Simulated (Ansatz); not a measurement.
Reaction (ligand exchange at the Si–O bond): `O[Si](O)(F)O[SiH3]` + `N[SiH2]F` → `O[Si](O)(F)N[SiH2]F` + `O[SiH3]`

Program: Ansatz. Geometries: PBE0-D4/def2-TZVP. ΔE: electronic, gas phase. CCSD(T)/CBS is the MP2 limit (def2-TZVPP, def2-QZVPP) plus CCSD(T) − MP2 in def2-TZVPP, frozen cores. Functionals use def2-TZVPP. B3LYP here is the variant with VWN-RPA as its local correlation; programs differ in this. Each species was taken in one conformer, which may not be the lowest.

```json
{"level": "PBE-D4", "ΔE (kcal/mol)": "11.8", "difference from CCSD(T)/CBS": "-1.8"}
{"level": "r2SCAN-D4", "ΔE (kcal/mol)": "13.4", "difference from CCSD(T)/CBS": "-0.2"}
{"level": "PBE0-D4", "ΔE (kcal/mol)": "12.7", "difference from CCSD(T)/CBS": "-0.9"}
{"level": "B3LYP-D4", "ΔE (kcal/mol)": "13.9", "difference from CCSD(T)/CBS": "0.3"}
{"level": "ωB97X-V", "ΔE (kcal/mol)": "13.4", "difference from CCSD(T)/CBS": "-0.2"}
{"level": "ωB97M-V", "ΔE (kcal/mol)": "13.2", "difference from CCSD(T)/CBS": "-0.4"}
{"level": "B2PLYP", "ΔE (kcal/mol)": "14.2", "difference from CCSD(T)/CBS": "0.6"}
{"level": "PBE", "ΔE (kcal/mol)": "12.2", "difference from CCSD(T)/CBS": "-1.4"}
{"level": "r2SCAN", "ΔE (kcal/mol)": "13.6", "difference from CCSD(T)/CBS": "0.0"}
{"level": "PBE0", "ΔE (kcal/mol)": "13.0", "difference from CCSD(T)/CBS": "-0.6"}
{"level": "B3LYP", "ΔE (kcal/mol)": "14.5", "difference from CCSD(T)/CBS": "0.9"}
{"level": "HF/def2-TZVPP", "ΔE (kcal/mol)": "17.0", "difference from CCSD(T)/CBS": "3.4"}
{"level": "MP2/def2-TZVPP", "ΔE (kcal/mol)": "13.3", "difference from CCSD(T)/CBS": "-0.3"}
{"level": "SCS-MP2/def2-TZVPP", "ΔE (kcal/mol)": "13.9", "difference from CCSD(T)/CBS": "0.3"}
{"level": "CCSD/def2-TZVPP", "ΔE (kcal/mol)": "14.0", "difference from CCSD(T)/CBS": "0.4"}
{"level": "CCSD(T)/def2-TZVPP", "ΔE (kcal/mol)": "13.5", "difference from CCSD(T)/CBS": "-0.1"}
{"level": "HF/def2-QZVPP", "ΔE (kcal/mol)": "17.4", "difference from CCSD(T)/CBS": "3.8"}
{"level": "MP2/def2-QZVPP", "ΔE (kcal/mol)": "13.5", "difference from CCSD(T)/CBS": "-0.1"}
{"level": "SCS-MP2/def2-QZVPP", "ΔE (kcal/mol)": "14.1", "difference from CCSD(T)/CBS": "0.5"}
{"level": "HF/CBS(def2)", "ΔE (kcal/mol)": "17.5", "difference from CCSD(T)/CBS": "3.9"}
{"level": "MP2/CBS(def2)", "ΔE (kcal/mol)": "13.5", "difference from CCSD(T)/CBS": "-0.1"}
{"level": "CCSD/CBS(def2)", "ΔE (kcal/mol)": "14.2", "difference from CCSD(T)/CBS": "0.6"}
{"level": "CCSD(T)/CBS", "ΔE (kcal/mol)": "13.6", "difference from CCSD(T)/CBS": "0"}
```

Largest T1 diagnostic among the species: 0.011.

In def2-TZVPP, CCSD(T) changes the Hartree–Fock value by −3.6 kcal/mol (the triples alone add −0.6 kcal/mol) and MP2 by −3.7 kcal/mol. From PBE to PBE0 (25 % exact exchange), in def2-TZVPP and without D4, ΔE moves by +0.8 kcal/mol.
